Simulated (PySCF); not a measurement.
Zero-point energy (kcal/mol) of eight silicon and germanium compounds: PBE-D3(BJ) beside B3LYP-D3(BJ), computed with PySCF for isolated molecules in the bases named; differences from unrounded values. The eight are the first of their class met in an unordered collection, after screening for sound electronic states; none was chosen by its value. Each level has its own optimised geometry.

```json
[
 {"molecule": "C2H6FNSi2, SMILES N[Si@@H]1C=C[Si@@H]1F", "basis": "def2-SVP", "B3LYP-D3(BJ)": "49.36", "PBE-D3(BJ)": "48.10", "difference": "-1.25"},
 {"molecule": "C2H7ClOSi2, SMILES C=C([SiH3])O[SiH2]Cl", "basis": "def2-SVP", "B3LYP-D3(BJ)": "51.00", "PBE-D3(BJ)": "[?]", "difference": "[?]"},
 {"molecule": "C₂H₈N₂Si, SMILES C/C=N/[SiH2]N", "basis": "def2-SVP", "B3LYP-D3(BJ)": "63.57", "PBE-D3(BJ)": "61.84", "difference": "-1.73"},
 {"molecule": "C2H4N2OSi, SMILES N(=C\\O[SiH3])/C#N", "basis": "def2-SVP", "B3LYP-D3(BJ)": "37.92", "PBE-D3(BJ)": "36.68", "difference": "-1.24"},
 {"molecule": "CH₈FNSi₂, SMILES C[SiH2][Si@@H](N)F", "basis": "def2-SVP", "B3LYP-D3(BJ)": "57.64", "PBE-D3(BJ)": "56.11", "difference": "-1.53"},
 {"molecule": "Si(Br)(Me)(OH)2 (CH5BrO2Si), SMILES C[Si](Br)(O)O", "basis": "def2-SVP", "B3LYP-D3(BJ)": "41.63", "PBE-D3(BJ)": "40.56", "difference": "-1.06"},
 {"molecule": "SiFClBr2, SMILES F[Si](Cl)(Br)Br", "basis": "def2-SVP", "B3LYP-D3(BJ)": "4.71", "PBE-D3(BJ)": "[?]", "difference": "[?]"},
 {"molecule": "Si(AsH2)(F)2(H) (AsF2H3Si), SMILES F[SiH](F)[AsH2]", "basis": "def2-SVP", "B3LYP-D3(BJ)": "19.24", "PBE-D3(BJ)": "[?]", "difference": "[?]"}
]
```

### Question
Complete the blanks. (The exact figures need the calculation; the answer reports its results.)

### Answer

- C2H7ClOSi2, SMILES C=C([SiH3])O[SiH2]Cl, PBE-D3(BJ): 49.34
- C2H7ClOSi2, SMILES C=C([SiH3])O[SiH2]Cl, difference: -1.66
- Si(AsH2)(F)2(H) (AsF2H3Si), SMILES F[SiH](F)[AsH2], PBE-D3(BJ): 18.63
- Si(AsH2)(F)2(H) (AsF2H3Si), SMILES F[SiH](F)[AsH2], difference: -0.61
- SiFClBr2, SMILES F[Si](Cl)(Br)Br, PBE-D3(BJ): 4.60
- SiFClBr2, SMILES F[Si](Cl)(Br)Br, difference: -0.11

PBE-D3(BJ) lies below B3LYP-D3(BJ) in 8 and above it in 0 of the eight; the mean signed difference is -1.15 and the largest -1.73 kcal/mol.
